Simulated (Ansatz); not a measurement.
```yaml
crystal:
  periodic: [false, false, false]
  atoms:
    - {symbol: F, position_ang: [1.163202, -1.378866, 1.590705]}
    - {symbol: C, position_ang: [0.496505, -0.594871, 0.670274]}
    - {symbol: C, position_ang: [-0.542629, -0.771793, -0.238236]}
    - {symbol: Cl, position_ang: [-1.632573, -2.072605, -0.771739]}
    - {symbol: Si, position_ang: [0.143470, 1.018238, -0.267644]}
    - {symbol: H, position_ang: [-0.627786, 2.203261, 0.385913]}
    - {symbol: H, position_ang: [1.064176, 1.525131, -1.417258]}
basis:
  gaussian: {orbitals: STO-3G, fitting: {mean_field: cc-pVTZ-jkfit}, point_charges: [{charge: 0.50, position_ang: [6.046, -0.207, 0.679]}]}
magnetization: {spin_polarized: true, initial_magnetization: 0}
hamiltonian: {xc: {name: r2SCAN0}, pseudopotentials: {relativity: none}}
output: {forces: true}
```

```sh
$ ansatz run in.yaml --threads 2 --pin off --events-out ev --progress --plain --max-ram 4352MiB
```

It prints (some lines left out):

```
Functional definition: r2SCAN0
539 factors; integrals over basis functions are off by at most 8.6e-4 eV
mean field evaluation 1: about -24923.9762 eV, gradient 1.3e1 eV
mean field evaluation 2: about -24924.2337 eV, gradient 1.3e1 eV
mean field evaluation 4: about -24925.4737 eV, gradient 1.2e0 eV
mean field evaluation 8: about -24925.4848 eV, gradient 1.1e-2 eV
mean field -24925.48479792 eV, -915.9946712232 hartree, gradient 1.6e-5 eV, S^2 0.000000; 1 other end points of the search recorded, 0 dependent functions left out
reference -24925.48480187 eV, -915.9946713684 hartree; 27, 27 occupied and 8, 8 virtual orbitals, 539 factors
Total energy: -24925.48480187 eV, -915.9946713684 hartree
Atom 0 at     1.163202    -1.378866     1.590705 Å, force    -0.720191     1.223496    -1.141629 eV/Å
Atom 1 at     0.496505    -0.594871     0.670274 Å, force    -1.842163    -0.461194    -1.591603 eV/Å
Atom 2 at    -0.542629    -0.771793    -0.238236 Å, force     3.056456     2.535032     1.879717 eV/Å
Atom 3 at    -1.632573    -2.072605    -0.771739 Å, force     0.120346     0.186004     0.043216 eV/Å
Atom 4 at     0.143470     1.018238    -0.267644 Å, force    -0.466955    -0.704869    -0.028617 eV/Å
Atom 5 at    -0.627786     2.203261     0.385913 Å, force     1.184977    -1.883759    -0.940469 eV/Å
Atom 6 at     1.064176     1.525131    -1.417258 Å, force    -1.343177    -0.878818     1.775248 eV/Å
Dipole moment:     0.236747     0.606738     0.016825 e Å
```

Hardware: 2 threads of an Arm Neoverse V1 on a shared host. Wall time 2.5 s, peak host memory 0.42 GiB.
